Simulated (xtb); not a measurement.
xtb input:

```bash
xtb mol.xyz --gfn 2 --ohess tight --chrg 0 --uhf 0
```
mol.xyz:
```
2

Ag     0.00216207    -0.02865340    -0.80869669
H      0.03145210     0.03384808     0.83969043
```

**Question.** Predict the final energy.

**Answer.** -4.41012 Eh (GFN2-xTB).
